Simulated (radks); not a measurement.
Results of a calculation; reference values are marked as such.
How relativity changes the ionisation of the molybdenum ion Mo3+ ([Kr] 4d3) to Mo4+ ([Kr] 4d2). Spin-unpolarised spherical Kohn-Sham, LDA (Slater exchange, Perdew-Wang correlation), point nucleus unless stated (finite: rms radius 4.4091 fm), a radial shooting solver on a logarithmic mesh with Libxc functionals. A level marked "c x" has the speed of light scaled by that factor and shares open shells by 2j + 1; other Dirac levels either fill j = l - 1/2 first or share by 2j + 1.

| level | E(Mo3+) (hartree) | E(Mo4+) (hartree) | IE (eV) | HOMO | <r> HOMO (bohr) |
|---|---|---|---|---|---|
| non-rel. | -3971.15793 | -3969.68166 | 40.171 | 4d | 1.595 |
| scalar-rel. | -4042.58769 | -4041.12874 | 39.700 | 4d | 1.610 |
| scalar-rel., finite nucleus | -4042.53088 | -4041.07194 | 39.700 | 4d | 1.610 |
| Dirac, 2j+1 shares | -4043.16946 | -4041.71070 | 39.695 | 4d5/2 | 1.615 |
| Dirac, low j first | -4043.18860 | -4041.72517 | 39.822 | 4d3/2 | 1.604 |
| Dirac, 2j+1 shares, finite nucleus | -4043.11255 | -4041.65378 | 39.695 | 4d5/2 | 1.615 |
| Dirac, c x 1.25 | -4016.46603 | -4015.00096 | 39.866 | 4d5/2 | 1.607 |
| Dirac, c x 1.5 | -4002.33784 | -4000.86934 | 39.960 | 4d5/2 | 1.603 |
| Dirac, c x 3 | -3978.83565 | -3977.36132 | 40.118 | 4d5/2 | 1.597 |

NIST Atomic Spectra Database: 40.3 eV (semi-empirical). The relativistic part of the total energy of Mo3+ is -71.95 hartree (Dirac, 2j+1 shares, finite nucleus), 1.8 % of the non-relativistic value. Spin polarisation and multiplet splitting of open shells are left out at every level.

Beside tabulated values, note that relativity, absent from the non-relativistic runs, is large for the heavy elements, and spin-unpolarised runs miss the spin-polarisation part of the exchange energy of open shells.
